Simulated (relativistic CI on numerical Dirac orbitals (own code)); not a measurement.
## Cs XLI: sensitivity of the levels to the model

Base calculation: Dirac-Coulomb-Breit CI, separate exchange-only KLI orbitals for each configuration, model QED (radiative potential, 1s self-energy scaled to tabulated hydrogen-like ionisation energies), unscaled Slater integrals.

Configurations in the expansion (outside the closed core [Ne]): 3s²3p³, 3s3p⁴, 3s²3p²3d, 3p⁵, 3s3p³3d, 3p⁴3d, 3s3p²3d², 3s²3p3d4p, 3p⁴4s, 3s3p²3d4s, 3p⁴4p, 3s²3p²4s, 3s²3p3d², 3s²3d³, 3s3p3d³, 3s²3d²4s, 3p³3d², 3p²3d³, 3p²3d²4s, 3s²3p3d4s, 3s3p3d²4s, 3s²3d4s², 3s3p²3d4p, 3s3p3d²4p, 3p²3d²4p, 3s3p3d4s4p. Double excitations out of closed p, d and f shells are left out; levels of such configurations are missing from the list, as are those of other unlisted configurations, and high levels can miss mixing partners.

Variants: (1) valence Slater integrals scaled by 0.9; (2) Breit term removed; (3) QED terms removed. Shifts of the energy above 3s²3p³ ²P°3/2, in cm⁻¹, for the lowest level and the first level of each name with at least 55 % of one term (blank where a level changes its place among those of its configuration and J or its character, or is not in the variant):

```tsv
Level	Base	Δ(1)	Δ(2)	Δ(3)
3s²3p³ ²P°3/2	0	0	0	0
3s²3p³ ²D°5/2	697461	+381	+11107	-1118
3s²3p³ ²P°1/2	781325	-6917	+8803	-1086
3s²3p²3d ⁴D1/2	1893896	+11311	+13301	+763
```

At this charge energies of transitions that change n are usually good to better than 1 %, and those within a shell (Δn = 0) to a few per cent.

Ionisation energy from the two ground configurations alone: base 2944.64 eV; Breit term removed 2946.68 eV. The NIST ASD value (theoretical) is 2945 eV.

LS names give the leading component of a level, which can be under half, so a name can repeat, a term be missing and a line seem to break the LS rules.
